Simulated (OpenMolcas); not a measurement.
# Cu2+: effect of the metal basis

Cu2+ with its 6 nearest oxide ions at 2.213 Å, on the Ca site of CaO (a = 4.8105 Å, distance in the model lattice 2.405 Å). The rest of the host is ab initio model potentials to 7.6 Å and point charges beyond; the distance is set by hand and nothing relaxes.

| Item | Value |
| --- | --- |
| Program | OpenMolcas 26.06 |
| Method | SS-CASPT2, IPEA 0.25 Eh, imaginary shift 0.1 Eh (closed shells correlated: 3s 3p and the ligand valence shells) |
| Spin-orbit coupling | state interaction with AMFI integrals over the reference wave functions |

Fixed: ligand basis ANO-RCC-VDZP, active space 9 electrons in 5 orbitals (3d), DKH2 Hamiltonian.

States (labels of O, the rotations of Oh). Energies in cm-1 above the lowest state or level, χT in cm3 K/mol; 10Dq is the gap between the two states.

```json
{"Run": "A", "Metal basis": "ANO-RCC-VDZP", "Ground state": "2E", "First state of that spin": "2T2 7620", "10Dq": "7615", "First gap with spin-orbit (degeneracies)": "6920 (4, 2)", "χT at 300 K": "0.565", "Cost": "roughly 12 core-seconds"}
{"Run": "B", "Metal basis": "ANO-RCC-VTZP", "Ground state": "2E", "First state of that spin": "2T2 7350", "10Dq": "7345", "First gap with spin-orbit (degeneracies)": "6670 (4, 2)", "χT at 300 K": "0.571", "Cost": "roughly 24 core-seconds"}
```

Against A, |10Dq| changes by -3.5 % in B.

Costs are those of the CASPT2 steps.

Over all roots computed the reference weight is 0.71 in A, 0.70 in B; a low but even weight reflects the number of correlated electrons. An orbital doublet at a regular site is open to a Jahn-Teller distortion, which this geometry leaves out. A single d shell leaves out the double-shell effect, which counts most for late 3d ions, where the CASPT2 field can be off either way by tens of per cent. Ligand-to-metal charge-transfer states are missing. With one d shell and no ligand orbital active, 10Dq can be off by tens of per cent for divalent 3d ions, low with halides held by bare charges and at times high in hosts, and the orbital part of g and χT goes as 1/10Dq. Free-ion shares, where given, are those of the reference states; single-state CASPT2 does not remix them. No measured value stands beside these numbers; the geometry was set by hand and not optimised.
